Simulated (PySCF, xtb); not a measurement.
ClF2H2NSi. Atoms are numbered in the order given.

```xyz
7

N      1.3598    -1.3011     0.0000
Si    -0.0447    -0.3390     0.0000
F     -0.9093    -0.6891     1.3230
F     -0.9093    -0.6891    -1.3230
Cl     0.2126     1.7051     0.0000
H      1.9305    -1.3644     0.8456
H      1.9305    -1.3644    -0.8456
```
Charge 0, spin multiplicity 1.

Geometry: PBE-D3(BJ)/def2-SVP. Other conformers were not sampled.

These are IEF-PCM-M06-2X/def2-SVP (PySCF 2.14.0) values and carry that method's errors.

The values are the electrostatic part of the solvation free energy, E(continuum) − E(gas) at the gas-phase geometry, in a cavity of scaled van der Waals radii (PySCF's table); cavitation and dispersion terms are not included. In vacuum the orbital gap is 11.37 eV. The dipole moment in vacuum is 3.08 D.

Computed values in water (ε = 78.36), acetone (ε = 20.49), toluene (ε = 2.37):
```
solvent      ε  ΔG(elec) (kcal/mol)  dipole (D)  gap (eV)
-------  -----  -------------------  ----------  --------
water    78.36                 -5.8        3.64     11.44
acetone  20.49                 -5.5        3.61     11.44
toluene   2.37                 -2.8        3.34     11.43
```

For comparison, GFN2-xTB/ALPB(water) (xtb, at the GFN2-xTB geometry, all terms of that model) gives -4.2 kcal/mol.
